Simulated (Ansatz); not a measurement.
Cl2Cu (SMILES [Cl][Cu][Cl]), doublet, at a GFN2-xTB geometry (such geometries of metal compounds can be far from the true shape).

Input for Ansatz (a program for electronic structure):
Ansatz 0.2 input:
```yaml
crystal:
  periodic: [false, false, false]
  atoms:
    - {symbol: Cu, position_ang: [0.00000000, 0.00000000, 0.00000000]}
    - {symbol: Cl, position_ang: [-0.00000000, -0.00000000, -2.03485924]}
    - {symbol: Cl, position_ang: [0.00000000, 0.00000000, 2.03485924]}
basis:
  gaussian:
    orbitals: cc-pVQZ
hamiltonian:
  xc: pbe
magnetization: {spin_polarized: true, initial_magnetization: 1}
```

Q: What does this run give for the number of basis functions, <S^2>?

A: 
number of basis functions: 222
<S^2>: 0.752

Q: Roughly what does it cost on one core?

A: around 60 core-seconds (rough).
